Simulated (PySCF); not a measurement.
## How methods differ on the interval between two levels of Au⁺

Au⁺ [Xe] 4f14 5d10 → Au⁺ [Xe] 4f14 5d9 6p1 [3F4, M_J = 4], as a difference of total energies. Computed with PySCF 2.14 in x2c-SVPall-2c with one added diffuse shell each of s, d type (8s9p10d2f, 99 functions), with the two-component X2C-1e Hamiltonian. Correlated levels: [Kr] 4d10 4f14 frozen; the 22 highest virtual spinors dropped. "Screened" scales the spin-orbit matrix elements by Boettger's factors to mimic the two-electron term; Breit and QED terms are absent.

```json
{"method": "GHF (spin-free)", "interval between two levels (cm⁻¹)": "72349"}
{"method": "GMP2 (spin-free)", "interval between two levels (cm⁻¹)": "78954"}
{"method": "GHF (screened spin-orbit)", "interval between two levels (cm⁻¹)": "68180"}
{"method": "GMP2 (screened spin-orbit)", "interval between two levels (cm⁻¹)": "74757"}
```

The labels give the starting determinants; with spin-orbit coupling the two ends relaxed to ⟨J²⟩ = 0.00, ⟨L²⟩ = 0.14, ⟨S²⟩ = 0.14 and ⟨J²⟩ = 20.19, ⟨L²⟩ = 12.25, ⟨S²⟩ = 2.18.
